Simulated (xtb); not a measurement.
ClTe (SMILES Cl[Te]), doublet, from a rough starting geometry (the spin is typed, not shown lowest); GFN2-xTB (xtb).

The xtb input:
```
$ xtb mol.xyz --gfn 2 --uhf 1 --opt vtight --json

# file mol.xyz
2

Te    -0.66518789    -0.66485019    -0.66191083
Cl     0.62729853     0.73941242     0.65202248
```

Output, abridged:

```
   ID    Z sym.   atoms
    1   52 Te     1
    2   17 Cl     2

           -------------------------------------------------
          |                Calculation Setup                |
           -------------------------------------------------

           -------------------------------------------------
          |                 G F N 2 - x T B                 |
           -------------------------------------------------

          ...................................................
          :                      SETUP                      :
          :.................................................:
          :  # basis functions                  20          :
          :  # atomic orbitals                  18          :
          :  # shells                            6          :
          :  # electrons                        13          :
          :  max. iterations                   250          :
          :  Hamiltonian                  GFN2-xTB          :
          :  restarted?                      false          :
          :  GBSA solvation                  false          :
          :  PC potential                    false          :
          :  electronic temp.          300.0000000     K    :
          :  accuracy                    1.0000000          :
          :  -> integral cutoff          0.2500000E+02      :
          :  -> integral neglect         0.1000000E-07      :
          :  -> SCF convergence          0.1000000E-05 Eh   :
          :  -> wf. convergence          0.1000000E-03 e    :
          :  Broyden damping             0.4000000          :
          :  net charge                          0          :
          :  unpaired electrons                  1          :
          ...................................................

 iter      E             dE          RMSdq      gap      omega  full diag
   1     -7.6299920 -0.762999E+01  0.478E+00    3.19       0.0  T
   2     -7.6300116 -0.196558E-04  0.318E+00    3.20       1.0  T
   3     -7.6296673  0.344302E-03  0.820E-01    3.26       1.0  T
   4     -7.6299382 -0.270869E-03  0.649E-01    3.22       1.0  T
   5     -7.6300411 -0.102899E-03  0.455E-02    3.23       1.6  T
   6     -7.6300432 -0.214508E-05  0.143E-02    3.23       5.0  T
   7     -7.6300433 -0.920001E-07  0.640E-03    3.23      11.0  T
   8     -7.6300433  0.811332E-08  0.626E-03    3.23      11.3  T
   9     -7.6300433 -0.280894E-07  0.822E-05    3.23     860.2  T
[...]
         :: total energy              -7.628112406383 Eh    ::
 * total energy  :    -7.6281124 Eh     change       -0.2842171E-13 Eh
 * total energy  :    -7.6280463 Eh     change        0.6607015E-04 Eh
 * total energy  :    -7.6281339 Eh     change       -0.8754824E-04 Eh
 * total energy  :    -7.6281339 Eh     change       -0.1757521E-07 Eh
   *** GEOMETRY OPTIMIZATION CONVERGED AFTER 4 ITERATIONS ***
         :: total energy              -7.628133902109 Eh    ::
[...]
        12                          0.0048132               0.1310
        13                          0.0058845               0.1601
        14                          0.0058845               0.1601
        15                          0.0229290               0.6239
        16                          0.0393648               1.0712
        17                          0.0393649               1.0712
        18                          0.5090757              13.8527
      -------------------------------------------------------------
                  HL-Gap            0.1171639 Eh            3.1882 eV
             Fermi-level           -0.3440939 Eh           -9.3633 eV

     #   Z          covCN         q      C6AA      α(0)
     1  52 Te       0.823     0.101   420.408    38.216
     2  17 Cl       0.823    -0.101   102.208    15.466

 Mol. C6AA /au·bohr⁶  :        931.227304
 Mol. C8AA /au·bohr⁸  :      73531.146227
 Mol. α(0) /au        :         53.681679

Wiberg/Mayer (AO) data.
largest (>0.10) Wiberg bond orders for each atom

 ---------------------------------------------------------------------------
     #   Z sym  total        # sym  WBO       # sym  WBO       # sym  WBO
 ---------------------------------------------------------------------------
     1  52 Te   1.238 --     2 Cl   1.238
     2  17 Cl   1.238 --     1 Te   1.238
 ---------------------------------------------------------------------------

Topologies differ in total number of bonds
Writing topology from bond orders to xtbtopo.mol

molecular dipole:
                 x           y           z       tot (Debye)
 q only:       -0.247      -0.269      -0.251
   full:       -0.264      -0.287      -0.268       1.203
molecular quadrupole (traceless):
                xx          xy          yy          xz          yz          zz
 q only:        0.034      -0.012      -0.049       0.017      -0.023       0.015
  q+dip:        0.035       0.016      -0.049       0.045       0.005       0.015
   full:       -0.002       0.575       0.007       0.568       0.573      -0.005

optimized geometry written to: xtbopt.xyz

           -------------------------------------------------
          | TOTAL ENERGY               -7.628133902109 Eh   |
          | GRADIENT NORM               0.000066242153 Eh/α |
          | HOMO-LUMO GAP               3.188192114318 eV   |
           -------------------------------------------------

normal termination of xtb
```
